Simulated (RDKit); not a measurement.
RDKit input (UFF):

```python
from rdkit import Chem
from rdkit.Chem import AllChem, rdDetermineBonds

mol = Chem.MolFromXYZFile('mol.xyz')
rdDetermineBonds.DetermineBonds(mol, charge=-1)
print('SMILES', Chem.MolToSmiles(Chem.RemoveHs(mol)))
ff = AllChem.UFFGetMoleculeForceField(mol)
e0 = ff.CalcEnergy()
flag = ff.Minimize(maxIts=5000, forceTol=1e-5)
print(f'energy {e0:.4f} -> {ff.CalcEnergy():.4f} kcal/mol, converged: {flag == 0}')
print(Chem.MolToXYZBlock(mol))
```
mol.xyz:
```
5

B     -0.43661856    -0.76965890    -1.10615477
H      0.34896007    -1.70157442    -1.19043560
P      0.13753784     0.31066680     0.28713562
H     -0.92010685     1.04893702     0.86718458
H      0.69117203    -0.15907006     1.54699049
```

Question: Which steric energies does it print, before and after the minimisation?

Answer: 11.80 and 1.53 kcal/mol. They count from the force field's own zero for this bonding and are no heats of formation.
